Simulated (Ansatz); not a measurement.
Consider the formal exchange of groups at the Si–C bond: `C=C([SiH3])SC` + `C=C[SiH2][SiH3]` → `C=C([SiH3])[SiH2][SiH3]` + `C=CSC`.

Computed with Ansatz on PBE0-D4/def2-TZVP structures; ΔE is electronic, products minus reactants. CBS: MP2 limit from def2 TZ/QZ plus the TZ coupled-cluster correction, frozen cores. DFT in def2-TZVPP. B3LYP here is the variant with VWN-RPA as its local correlation; programs differ in this. One conformer a species, not always the lowest.

```csv
level,ΔE (kJ/mol),difference from CCSD(T)/CBS
r2SCAN-D4,-4.1,-0.9
PBE0-D4,-5.3,-2.1
B3LYP-D4,-5.0,-1.8
r2SCAN,-4.0,-0.8
MP2/def2-TZVPP,-3.6,-0.4
CCSD/def2-TZVPP,-4.2,-1.0
CCSD(T)/def2-TZVPP,-3.7,-0.5
HF/def2-QZVPP,-6.2,-3.0
MP2/def2-QZVPP,-3.4,-0.2
SCS-MP2/def2-QZVPP,-3.6,-0.4
CCSD(T)/CBS,-3.2,0
```

Largest T1 diagnostic among the species: 0.013.
